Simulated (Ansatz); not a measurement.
iodine cation (I2), SMILES II (connectivity only; charge and spin as stated), charge +1, multiplicity 2.

Geometry: PBE0-D3(BJ)/def2-TZVP. The multiplicity is an assumed one; other spin states were not compared. The def2 effective core potentials stand for the cores of I; spin–orbit coupling is left out.

Two levels are set side by side: PBE/def2-TZVPD (Ansatz, a quantum-chemistry and plane-wave program) and PBE0/def2-TZVPD (Ansatz). Energy differences of separate SCF runs at the same geometry; the states with an electron removed or added have multiplicity 3 and 1. Differences are taken from unrounded values.

```tsv
quantity	PBE0	PBE	PBE minus PBE0
vertical ionisation energy (eV)	15.62	15.38	-0.25
vertical electron affinity (eV)	9.38	9.15	-0.23
```
